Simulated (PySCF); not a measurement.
This PySCF input asks for the NMR shieldings of `FB(F)[C@@H]([SiH3])C[SiH2]C[SiH3]`, C$_{3}$H$_{13}$BF$_{2}$Si$_{3}$; the geometry comes from GFN2-xTB.

```python
import basis_set_exchange as bse
import numpy as np
from pyscf import gto, dft
from pyscf.prop import nmr

atoms = """
F    -3.097000   -1.086908   -0.749147
B    -2.366728   -0.671719    0.277425
F    -2.778281   -1.159355    1.438035
C    -1.225985    0.367852    0.136218
Si   -2.039099    2.113647    0.139320
C    -0.163017    0.294863    1.241996
Si    0.853400   -1.312269    1.156469
C     1.656766   -1.460661   -0.561012
Si    2.705947    0.018869   -1.128047
H    -0.745595    0.269763   -0.841354
H    -2.661027    2.358564    1.441208
H    -0.943527    3.060855   -0.082232
H    -3.032876    2.218868   -0.928587
H    -0.655270    0.361435    2.212665
H     0.504272    1.156644    1.171232
H    -0.023813   -2.467769    1.391260
H     1.886212   -1.260345    2.200694
H     0.879248   -1.646468   -1.303517
H     2.286666   -2.350130   -0.565001
H     3.307313   -0.282644   -2.431753
H     3.766926    0.277216   -0.152432
H     1.875054    1.219078   -1.272525
"""
names = dict.fromkeys(["F", "B", "C", "Si", "H"], "pcSseg-1")
basis = {el: gto.basis.parse(bse.get_basis(n, elements=[el], fmt="nwchem")) for el, n in names.items()}
mol = gto.M(atom=atoms, basis=basis, charge=0, verbose=0)
mf = dft.RKS(mol, xc="PBE0")
mf.grids.level = 2
mf.grids.alignment = dft.numint.BLKSIZE   # the property module wants whole blocks of grid points
mf.conv_tol = 1e-9
mf.kernel()

calc = nmr.RKS(mf)   # GIAO
C = mf.mo_coeff
Co = C[:, mf.mo_occ > 0]
resp = mf.gen_response(singlet=True, hermi=2)
def vind(x):   # induced exchange potential for any number of trial vectors
    d = np.einsum("pi,xij,qj->xpq", C, 2 * x.reshape(-1, C.shape[1], Co.shape[1]), Co, optimize=True)
    return np.einsum("xpq,pi,qj->xij", resp(d - d.transpose(0, 2, 1)), C, Co, optimize=True).ravel()
mo1, _ = nmr.rhf.solve_mo1(calc, with_cphf=vind)
sigma = calc.kernel(mo1)
for i, s in enumerate(sigma):   # ppm
    print("%2d %-2s %9.2f" % (i, mol.atom_pure_symbol(i), np.trace(s) / 3))
```

**Question.** Give the expected output.

**Answer.** 
```
 0 F     240.29
 1 B      71.25
 2 F     247.77
 3 C     180.78
 4 Si    408.04
 5 C     178.47
 6 Si    386.59
 7 C     202.27
 8 Si    425.50
 9 H      30.90
10 H      27.83
11 H      27.71
12 H      27.50
13 H      30.76
14 H      31.03
15 H      27.38
16 H      27.37
17 H      31.75
18 H      31.92
19 H      27.59
20 H      27.84
21 H      27.86
```

These numbers come from an equivalent density-fitted implementation of the same equations, which agrees with the script to about 0.01 ppm for H and up to a few tenths of a ppm for heavy atoms, so last digits may differ.

Size and cost of the density-fitted run: 239 basis functions, 100 s wall time on 1 thread of an Arm Neoverse N1, shared host; peak memory 1 GiB.
